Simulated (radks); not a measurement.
Neutral hydrogen, 1s1. Method: non-relativistic Kohn-Sham, r2SCAN, spin-polarised, spherical densities, point nucleus; meta-GGA in the generalised Kohn-Sham scheme; computed with a radial shooting solver on a logarithmic mesh with Libxc functionals. Every spin shell is full or empty, so the densities are truly spherical. Functionals are evaluated on that one density, not self-consistently. Rank these exchange functionals by their error against the exact value of the orbitals, and give that value: LDA, B88, PBEsol, PW91, PW86, AM05, B86b, G96, TPSS, revTPSS, Tao-Mo, MVS.

Answer. Exact: -0.310339 hartree. From best to worst, with 100 (|E| - |E exact|)/|E exact| (equal figures are ties): PW86 -0.09, revTPSS +0.10, TPSS +0.12, MVS +0.13, Tao-Mo +0.16, G96 -0.24, B88 -0.66, B86b -0.91, PW91 -1.56, PBEsol -6.16, AM05 -10.91, LDA -14.12.
